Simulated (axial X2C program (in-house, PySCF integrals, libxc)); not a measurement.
Levels of GeCl by electron attachment to GeCl⁺ (EOM-EA-CCSD)

Computed with an in-house all-electron X2C program for linear molecules (integrals from PySCF): two-component X2C with atomic mean-field Coulomb and Gaunt terms, Gaussian nuclei, basis Ge dyall-acv3z, Cl dyall-av3z with contracted cores.

R = 2.095 Å (0.960 times 2.182 Å, the PBE0 minimum at charge 0 for the lowest determinant).

Levels of GeCl obtained by attaching an electron to GeCl⁺:

```
  Ω  binding energy (eV)  above lowest (cm⁻¹)                 attached spinor  one-particle weight
1/2                7.166                    0   77% Ge pπ, 9% Cl dπ, 7% Cl pπ                 0.96
3/2                7.056                  884   77% Ge pπ, 9% Cl dπ, 7% Cl pπ                 0.96
1/2                3.945                25979  52% Ge pσ, 22% Ge dσ, 9% Cl pσ                 0.96
1/2                3.079                32960                       82% Ge sσ                 0.98
1/2                2.087                40966            88% Ge pπ, 10% Cl pπ                 0.99
3/2                2.071                41090             89% Ge pπ, 9% Cl pπ                 0.99
```

Problem. What is the splitting of the first π pair in the table, and is it regular or inverted?

Solution. E(3/2) − E(1/2) = 884 − 0 = 884 cm⁻¹ at EOM-EA-CCSD: regular, Ω = 1/2 lower. Splittings at this level can be off by ten to twenty per cent.

This point took 14 s on 1 thread of Intel(R) Xeon(R) Processor @ 2.30GHz, on a shared host.

Reference electrons by ω block (each with its −ω partner): 1/2: 17, 3/2: 6, 5/2: 1. 10 electrons of GeCl⁺ correlated (inner shells frozen), 92 natural virtual spinors (a truncated set); levels can be off by some tenths of an eV. Roots sought by Ω: (1/2: 5, 3/2: 4, 5/2: 2, 7/2: 1); rows need 60 % one-particle weight and stop where some Ω has no more roots. Missing are any skipped roots, higher Ω and states of a further excitation; these come out far too high here and may in truth be low or lowest. T1 of the reference 0.019 (Lee–Taylor). The reference was not checked to be the lowest state of its species. Number of frozen shells: Ge 3 s, 2 p, 1 d; Cl 2 s, 1 p.
